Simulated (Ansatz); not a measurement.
CH5F2NSi, SMILES `N[SiH](F)CF`, relaxed with RKS PBE-D4/def2-SVP in the Gaussian-basis code of Ansatz from a rough embedded geometry. The force threshold is 0.03 eV/Å; the program also tests the step.

Total charge 0; spin multiplicity 1.

Start:

```xyz
10

N    -0.475    1.539    0.415
Si   -0.600   -0.016   -0.152
F    -1.376   -0.769    1.001
C     0.969   -0.949   -0.520
F     1.817   -0.838    0.563
H    -1.328    1.852    0.808
H     0.151    1.481    1.281
H    -1.475    0.031   -1.338
H     1.500   -0.403   -1.303
H     0.817   -1.927   -0.754
```

(1) How much energy does the relaxation release, and in how many steps? (Estimate.)

(2) Which bonds change most? (Estimate.)

(3) Give the relaxed structure. (Best estimate.)

Results:

(1) The calculation gave: 78.51 kJ/mol, in 9 steps.

(2) The calculation gave: C4–H10 from 1.017 to 1.113 Å; Si2–F3 from 1.581 to 1.650 Å; N1–Si2 from 1.660 to 1.717 Å; N1–H7 from 1.070 to 1.024 Å.

(3) Computed: 
```xyz
10

N    -0.418    1.425    0.564
Si   -0.751   -0.097   -0.157
F    -1.598   -1.142    0.799
C     0.967   -0.853   -0.471
F     1.795   -0.532    0.614
H    -1.149    2.084    0.838
H     0.389    1.465    1.193
H    -1.580    0.054   -1.396
H     1.419   -0.444   -1.404
H     0.925   -1.961   -0.579
```
